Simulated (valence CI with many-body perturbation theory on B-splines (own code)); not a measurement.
## E1 transitions of Sn XXXV

Method: configuration interaction combined with many-body perturbation theory (CI+MBPT): six valence electrons over a frozen Dirac-Fock core [Ne], radial functions for each j: 9 s, 9 p, 8 d, 6 f, 3 g, 1 h, with the one-electron correlation potential Σ1 (screened to all orders), the two-electron term Σ2, the three-electron term Σ3, Breit, model QED; selected single and double excitations, second order for the rest, scaled by the run's own slope (own B-spline code, finite nucleus).

No measured spectrum was set against this ion. As an estimate, large intervals hold to a few tenths of a per cent, small ones and those within an open d or f shell to about a per cent. Among the levels kept, up to 1500 cm⁻¹ of a level comes from second order outside the variational space, and about a tenth of that is noise between levels of different J, which matters for small intervals.

Lines 51 to 85 of 85 in falling wavelength, among levels below 1934900 cm⁻¹, chosen from the strongest by gf and those to the six lowest levels. Wavelengths and rates use the calculated energies. Electric multipoles are in the length gauge, E1 and E2 with the static RPA response of the core. Weak lines are less certain than strong ones. Lines between different terms over intervals too small for the method are left out, as are lines whose strength nearly cancels. The highest levels of a list are the least certain.

Levels are named by their leading jj configuration (3d3/2^4 stands for four electrons in 3d with j = 3/2), which in mixed levels can hold well under half, so a name can repeat and another be missing. Letters in brackets count levels of one name in rising energy.

| λ vac (nm) | Upper | Lower | A (s⁻¹) | log gf | Branch % |
| --- | --- | --- | --- | --- | --- |
| 7.449 | (3s^2 3p1/2 3p3/2^2 3d5/2) J=3 [b] | (3s^2 3p1/2 3p3/2^3) J=2 | 2.76e+09 | -1.79 | 87.2 |
| 7.427 | (3s^2 3p1/2 3p3/2^2 3d3/2) J=1 [c] | (3s^2 3p1/2 3p3/2^3) J=2 | 1.26e+09 | -2.51 | 0.3 |
| 7.363 | (3s^2 3p1/2 3p3/2^2 3d5/2) J=2 [b] | (3s^2 3p1/2 3p3/2^3) J=2 | 4.23e+10 | -0.76 | 27.7 |
| 7.362 | (3s^2 3p1/2^2 3p3/2 3d5/2) J=3 | (3s^2 3p1/2^2 3p3/2^2) J=2 | 6.82e+10 | -0.41 | 100.0 |
| 7.360 | (3s^2 3p1/2 3p3/2^2 3d5/2) J=2 [a] | (3s^2 3p1/2 3p3/2^3) J=1 | 1.10e+09 | -2.35 | 8.2 |
| 7.242 | (3s^2 3p1/2 3p3/2^2 3d5/2) J=0 [b] | (3s^2 3p1/2 3p3/2^3) J=1 | 9.87e+10 | -1.11 | 100.0 |
| 7.194 | (3s^2 3p1/2 3p3/2^2 3d5/2) J=3 [c] | (3s^2 3p1/2 3p3/2^3) J=2 | 9.13e+10 | -0.30 | 67.8 |
| 7.154 | (3s^2 3p1/2 3p3/2^2 3d3/2) J=1 [c] | (3s^2 3p1/2 3p3/2^3) J=1 | 5.96e+10 | -0.86 | 12.0 |
| 7.126 | (3s^2 3p1/2 3p3/2^2 3d3/2) J=1 [d] | (3s^2 3p1/2 3p3/2^3) J=2 | 2.14e+10 | -1.31 | 5.2 |
| 7.095 | (3s^2 3p1/2 3p3/2^2 3d5/2) J=2 [b] | (3s^2 3p1/2 3p3/2^3) J=1 | 4.76e+10 | -0.75 | 31.1 |
| 7.022 | (3s^2 3p1/2 3p3/2^2 3d3/2) J=1 [a] | (3s^2 3p1/2^2 3p3/2^2) J=0 | 1.22e+10 | -1.57 | 62.5 |
| 6.989 | (3s^2 3p1/2^2 3p3/2 3d5/2) J=1 | (3s^2 3p1/2^2 3p3/2^2) J=2 | 1.35e+09 | -2.53 | 2.0 |
| 6.897 | (3s^2 3p1/2 3p3/2^2 3d5/2) J=2 [c] | (3s^2 3p1/2 3p3/2^3) J=2 | 1.33e+11 | -0.32 | 37.7 |
| 6.874 | (3s^2 3p1/2 3p3/2^2 3d3/2) J=1 [d] | (3s^2 3p1/2 3p3/2^3) J=1 | 2.97e+10 | -1.20 | 7.3 |
| 6.661 | (3s^2 3p1/2 3p3/2^2 3d5/2) J=2 [c] | (3s^2 3p1/2 3p3/2^3) J=1 | 2.08e+11 | -0.16 | 58.8 |
| 6.614 | (3s^2 3p1/2 3p3/2^2 3d3/2) J=2 [a] | (3s^2 3p1/2^2 3p3/2^2) J=2 | 4.03e+09 | -1.88 | 96.1 |
| 6.601 | (3s^2 3p1/2 3p3/2^2 3d3/2) J=1 [a] | (3s^2 3p1/2^2 3p3/2^2) J=2 | 6.97e+09 | -1.86 | 35.7 |
| 6.527 | (3s^2 3p1/2 3p3/2^2 3d5/2) J=1 | (3s^2 3p1/2^2 3p3/2^2) J=0 | 2.92e+09 | -2.25 | 26.5 |
| 6.475 | (3s^2 3p1/2 3p3/2^2 3d3/2) J=3 [a] | (3s^2 3p1/2^2 3p3/2^2) J=2 | 3.91e+09 | -1.76 | 99.9 |
| 6.232 | (3s^2 3p1/2 3p3/2^2 3d5/2) J=3 [a] | (3s^2 3p1/2^2 3p3/2^2) J=2 | 4.28e+09 | -1.76 | 97.2 |
| 6.161 | (3s^2 3p1/2 3p3/2^2 3d5/2) J=1 | (3s^2 3p1/2^2 3p3/2^2) J=2 | 9.07e+08 | -2.81 | 8.2 |
| 6.056 | (3s^2 3p1/2 3p3/2^2 3d3/2) J=2 [b] | (3s^2 3p1/2^2 3p3/2^2) J=2 | 3.39e+10 | -1.03 | 97.2 |
| 6.047 | (3s^2 3p1/2 3p3/2^2 3d3/2) J=1 [b] | (3s^2 3p1/2^2 3p3/2^2) J=0 | 6.47e+08 | -2.97 | 0.2 |
| 5.793 | (3s^2 3p1/2 3p3/2^2 3d3/2) J=1 [c] | (3s^2 3p1/2^2 3p3/2^2) J=0 | 1.78e+11 | -0.57 | 35.8 |
| 5.732 | (3s^2 3p1/2 3p3/2^2 3d3/2) J=1 [b] | (3s^2 3p1/2^2 3p3/2^2) J=2 | 3.47e+11 | -0.29 | 94.2 |
| 5.705 | (3s^2 3p1/2 3p3/2^2 3d3/2) J=3 [b] | (3s^2 3p1/2^2 3p3/2^2) J=2 | 4.47e+11 | 0.18 | 99.2 |
| 5.702 | (3s^2 3p1/2 3p3/2^2 3d3/2) J=2 [c] | (3s^2 3p1/2^2 3p3/2^2) J=2 | 4.52e+11 | 0.04 | 95.9 |
| 5.624 | (3s^2 3p1/2 3p3/2^2 3d5/2) J=2 [a] | (3s^2 3p1/2^2 3p3/2^2) J=2 | 1.16e+10 | -1.56 | 86.8 |
| 5.608 | (3s^2 3p1/2 3p3/2^2 3d3/2) J=1 [d] | (3s^2 3p1/2^2 3p3/2^2) J=0 | 3.45e+11 | -0.31 | 84.3 |
| 5.515 | (3s^2 3p1/2 3p3/2^2 3d5/2) J=3 [b] | (3s^2 3p1/2^2 3p3/2^2) J=2 | 4.06e+08 | -2.89 | 12.8 |
| 5.503 | (3s^2 3p1/2 3p3/2^2 3d3/2) J=1 [c] | (3s^2 3p1/2^2 3p3/2^2) J=2 | 2.58e+11 | -0.45 | 51.8 |
| 5.468 | (3s^2 3p1/2 3p3/2^2 3d5/2) J=2 [b] | (3s^2 3p1/2^2 3p3/2^2) J=2 | 6.31e+10 | -0.85 | 41.2 |
| 5.375 | (3s^2 3p1/2 3p3/2^2 3d5/2) J=3 [c] | (3s^2 3p1/2^2 3p3/2^2) J=2 | 4.33e+10 | -0.88 | 32.2 |
| 5.336 | (3s^2 3p1/2 3p3/2^2 3d3/2) J=1 [d] | (3s^2 3p1/2^2 3p3/2^2) J=2 | 1.29e+10 | -1.78 | 3.2 |
| 5.207 | (3s^2 3p1/2 3p3/2^2 3d5/2) J=2 [c] | (3s^2 3p1/2^2 3p3/2^2) J=2 | 1.25e+10 | -1.59 | 3.5 |

(1) How does gf follow from A for the line at 5.207 nm?

## Answers

(1) gf = 1.4992 × (2J+1)_upper × A / σ², with σ = 1920501 cm⁻¹ and 2J+1 = 5: gf = 0.0254.
